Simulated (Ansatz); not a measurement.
Species: C4H2FS, charge 0, multiplicity 2. It need not be the lowest isomer of its formula. SMILES: c1c(c[c]s1)F
Geometry: optimised at B3LYP-D3(BJ)/def2-TZVP (Ansatz, a first-principles code).

Parts of the frozen-core correlation energy in STO-3G (Ansatz, hartree). Frozen orbitals: 10; correlated occupied orbitals by spin: 16 and 15; virtual: 10 and 11. UHF or UKS for open shells. Spin-orbit coupling is left out. Non-relativistic.

```tsv
term	value
reference (HF)	-641.90617
MP2 opposite-spin	-0.17000
MP2 same-spin	-0.04334
CCSD correlation	-0.29702
(T)	-0.00912
T1 diagnostic	0.049
largest doubles amplitude	0.109
<S^2> of the reference	1.412
```
